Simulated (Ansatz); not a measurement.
Species: sum formula H₈Si₃NO, charge -1, multiplicity 1. It need not be the lowest isomer of its formula. Whether it binds its extra electron was not tested at this geometry. 
Geometry from a B3LYP-D3(BJ)/def2-TZVP (Ansatz, a quantum-chemistry and plane-wave program) optimisation:
```xyz
13

Si    -0.1832    -0.9585    -0.0899
N     -0.9069     0.4447     0.4988
Si    -2.7564     0.6960     0.3456
O      1.4991    -0.7986    -0.1307
Si     2.4679     0.4895    -0.3264
H     -0.3528    -2.2123     0.7019
H     -0.6257    -1.2247    -1.4775
H     -0.5485     0.8252     1.3618
H     -2.8057     0.8155    -1.1875
H     -3.1722    -0.7975     0.3116
H      2.4156     1.4307     0.8230
H      2.1765     1.2595    -1.5633
H      3.8721     0.0030    -0.4275
```
Charge -1, spin multiplicity 1.

Parts of the frozen-core correlation energy in 6-31G (Ansatz, hartree). Frozen orbitals: 17; correlated occupied orbitals by spin: 16 and 16; virtual: 40 and 40. Spin-orbit coupling is left out. Non-relativistic.

```
term                             value
-------------------------  -----------
reference (HF)             -1000.60687
MP2 opposite-spin             -0.30994
MP2 same-spin                 -0.08326
CCSD correlation              -0.44097
(T)                           -0.00907
T1 diagnostic                    0.013
largest doubles amplitude        0.036
```
